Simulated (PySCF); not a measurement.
**Dipole response of Os⁴²⁺ (osmium, charge +42)**

[Ar] 3d10 4s2 4p4, high-spin 3P determinant. Computed with PySCF 2.14 in an even-tempered Gaussian basis (17 s from 4.3 bohr⁻², ratio 2.5; 12 p from 5.6 bohr⁻², ratio 2.5; 8 d from 10 bohr⁻², ratio 2.5; 4 f from 31 bohr⁻², ratio 2.7; 4 g from 46 bohr⁻², ratio 2.7), with no relativity, point nucleus. Coupled (time-dependent) response in atomic units; α is the mean over directions.

```tsv
method	mean α (bohr³)	α xx, yy, zz	C₆ (like pair)	S(−4)
UHF	0.04926	0.05491, 0.03796, 0.05491	0.01248	0.001700
```

S(−4) is the Cauchy moment in α(ω) = α(0) + S(−4) ω² + …

Spin-orbit coupling is absent.

α(iu) at UHF:

```
u (hartree)  α(iu) (bohr³)
          0        0.04926
      0.700        0.04845
       1.40        0.04626
       2.80        0.03979
       4.20        0.03303
       5.60        0.02719
       7.00        0.02249
       10.5        0.01483
       14.0        0.01074
       21.0       0.006918
       35.0       0.004248
```

For an ion, C₆ is the dispersion term alone; charge-induced terms of lower order in 1/R come first.

The components differ because the open shell of this determinant is not spherical; for a pure term their mean is the scalar polarisability.

A non-relativistic calculation at this Z misses sizeable relativistic shifts. Spin-orbit coupling is strong in this species (close to jj coupling), so the high-spin LS determinant is a model state, not a physical level.
